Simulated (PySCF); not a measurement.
C₈H₆OS.
SMILES with atom numbers: `[SH:1][c:2]1[cH:3][o:4][c:5]2[cH:6][cH:7][cH:8][cH:9][c:10]12`

Geometry (GFN2-xTB, Å), atoms numbered from 1 in this order:
```xyz
16
C8H6OS angstrom
S      3.2264    0.8497   -0.4187
C      1.8458   -0.2086   -0.1945
C      1.8835   -1.5643   -0.1126
O      0.6486   -2.0975    0.0614
C     -0.2178   -1.0606    0.0925
C     -1.5947   -1.1124    0.2502
C     -2.2747    0.0885    0.2500
C     -1.6083    1.3058    0.0974
C     -0.2408    1.3603   -0.0596
C      0.4669    0.1620   -0.0627
H      2.5106    1.9721   -0.4134
H      2.7088   -2.2459   -0.1626
H     -2.1014   -2.0568    0.3663
H     -3.3471    0.0883    0.3703
H     -2.1803    2.2212    0.1029
H      0.2668    2.3069   -0.1783
```

NICS = −σ at a ghost point: NICS(0) at the centroid of the ring atoms, NICS(1) 1 Å to either side along the normal of their mean plane, zz for the tensor component along that normal. Level: GIAO PBE0/pcSseg-1 (PySCF, non-relativistic, gas phase) on the GFN2-xTB geometry, one conformer.

Rings: 1. C2–C3–O4–C5–C10; 2. C5–C6–C7–C8–C9–C10.

```
set  NICS(0)  NICS(1), two faces  NICS(1)zz, two faces
  P    -10.7       -12.2 / -12.2         -30.3 / -30.3
  Q    -10.7         -9.8 / -9.8         -22.6 / -22.6
```

Question: Which set (ppm) belongs to which ring?

Answer: P = 2, Q = 1.
- 1 (5-membered ring with O; formal bonds all aromatic): mean NICS(1)zz -22.6 ppm, shielded, aromatic by this magnetic criterion (flat ring, no four-coordinate atom), though in fused rings the probe also feels the neighbouring ring.
- 2 (6-membered carbocycle; formal bonds all aromatic): mean NICS(1)zz -30.3 ppm, shielded. The ring is flat and has no four-coordinate atom; by the NICS criterion it is aromatic, though in fused rings the probe also feels the neighbouring ring.

Question: How do the rings differ in shape?

Answer: 
```
ring                          bond lengths (Å)  rms pucker (Å)  HOMA  nearest outside atom to a NICS(1) probe (Å)
   1         1.359, 1.356, 1.352, 1.410, 1.434            0.00  0.32                                hydrogen 2.42
   2  1.387, 1.380, 1.396, 1.378, 1.392, 1.410            0.00  0.97                                hydrogen 2.65
```

HOMA = 1 − mean of α(R − Ropt)² over the ring bonds, with Krygowski's 1993 parameters (CC: Ropt 1.388 Å, α 257.7 Å⁻²; CO: Ropt 1.265 Å, α 157.38 Å⁻²).
